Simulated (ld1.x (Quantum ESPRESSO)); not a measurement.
Reading a pseudo-wave (Sb (Z = 51))

Columns: radius, all-electron u(r) and pseudo u(r) of the 4s shell (level -157.40 eV) of antimony in the configuration [Ar] 3d10 4s2 4p6 4d10 5s2 5p2; PW91, scalar-relativistic, TM scheme, ld1.x (Quantum ESPRESSO) 7.5.

| r (bohr) | all-electron | pseudo |
| --- | --- | --- |
| 0.045 | -0.1741 | -0.0419 |
| 0.090 | -0.4800 | -0.0858 |
| 0.135 | -0.0802 | -0.1339 |
| 0.180 | 0.4219 | -0.1884 |
| 0.225 | 0.7086 | -0.2519 |
| 0.270 | 0.7278 | -0.3266 |
| 0.315 | 0.5424 | -0.4147 |
| 0.360 | 0.2405 | -0.5176 |
| 0.405 | -0.1025 | -0.6348 |
| 0.450 | -0.4343 | -0.7637 |
| 0.495 | -0.7235 | -0.8981 |
| 0.540 | -0.9558 | -1.0292 |
| 0.585 | -1.1274 | -1.1460 |
| 0.630 | -1.2413 | -1.2377 |
| 0.675 | -1.3042 | -1.2967 |
| 0.720 | -1.3244 | -1.3196 |
| 0.765 | -1.3109 | -1.3091 |
| 0.810 | -1.2715 | -1.2712 |
| 0.855 | -1.2138 | -1.2138 |
| 0.900 | -1.1436 | -1.1436 |
| 0.945 | -1.0659 | -1.0659 |
| 0.990 | -0.9847 | -0.9847 |
| 1.035 | -0.9028 | -0.9028 |
| 1.080 | -0.8224 | -0.8224 |
| 1.125 | -0.7451 | -0.7451 |
| 1.170 | -0.6718 | -0.6718 |

(1) How many radial nodes do the two functions have?

(2) At about which radius was the pseudo-wave matched?

(3) Is the pseudo-wave norm-conserving?

Answers

(1) The all-electron 4s function has n − l − 1 = 3 (the table is too coarse to show those close to the nucleus); the pseudo-wave has 0, since the states of the same l below it are removed with the core.

(2) 0.90 bohr. The columns agree to 0.0005 from 0.81 bohr on; several derivatives are matched, so the curves merge somewhat inside the radius.

(3) Yes: the TM scheme keeps the norm inside the radius equal to the all-electron one, which fixes the energy derivative of the logarithmic derivative at the level.
